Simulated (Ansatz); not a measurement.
A nudged elastic band was laid between two geometries of CH₃ClFSSb (8 atoms, charge 0, multiplicity 1).

Method: Ansatz, RKS BLYP-D4/def2-SVP.

* movable images: 9
* climbing image: yes
* spring: 5.0 eV/Å²
* optimiser: quadratic models (default)
* start path: IDPP
* force threshold: 0.05 eV/Å
* iteration limit: 60
* end points: relaxed

Image 0:

```xyz
8
Properties=species:S:1:pos:R:3
C 0.467 -0.478 0.984
S 1.601 -0.035 -0.422
Sb -0.104 0.677 -2.057
F -1.361 -0.796 -1.656
Cl -1.296 2.281 -0.678
H 1.088 -1.003 1.732
H 0.033 0.440 1.420
H -0.336 -1.143 0.620
```

Image 10:

```xyz
8
Properties=species:S:1:pos:R:3
C -0.329 -0.220 1.112
S -1.340 0.924 0.051
Sb -0.087 0.672 -2.060
F 0.144 -1.284 -1.899
Cl 2.142 1.164 -1.231
H 0.660 0.230 1.315
H -0.892 -0.350 2.054
H -0.207 -1.193 0.602
```

Question: What changes between the two ends?

Answer: No bond is made or broken. The height of Sb3 over the plane of its neighbours goes from 1.17 to -1.16 Å. The two ends are copies of one structure, up to a mirror image or an exchange of like atoms. The height can change sign by an inversion or by a turn that exchanges like atoms.

Question: What energy profile does the band end with?

Answer: It converged. The highest image is number 5 of 0 to 10, 0.82 eV above the ends, which have the same energy within 2 meV. A vibrational analysis at the climbing image gives one clearly imaginary mode, 98i cm⁻¹: a first-order saddle point.

```tsv
image	path coordinate (Å)	energy (eV)	height of Sb3 over the plane of its neighbours (Å)
0	0.00	0.00	1.17
1	0.90	0.03	1.14
2	1.80	0.09	1.11
3	2.70	0.13	1.11
4	3.60	0.37	0.88
5	4.50	0.82	0.00
6	5.40	0.37	-0.88
7	6.31	0.13	-1.11
8	7.21	0.09	-1.11
9	8.11	0.03	-1.14
10	9.01	0.00	-1.16
```

Question: What is the geometry of the highest image?

Answer: 
```xyz
8
Properties=species:S:1:pos:R:3
C 0.166 -0.756 1.121
S 0.589 0.892 0.401
Sb -0.395 0.859 -1.839
F -1.102 -1.048 -1.508
Cl 0.564 3.195 -2.030
H 1.111 -1.271 1.377
H -0.426 -0.587 2.040
H -0.414 -1.341 0.382
```

Question: What are the harmonic wavenumbers there?

Answer: 98i, 101, 102, 134, 200, 250, 285, 354, 480, 653, 924, 954, 1279, 1398, 1425, 2961, 3069, 3080 cm⁻¹.

The run took 68 s on 2 threads of AMD EPYC 9R45 96-Core Processor (Zen 5), on a shared host, peak memory 0.18 GiB.
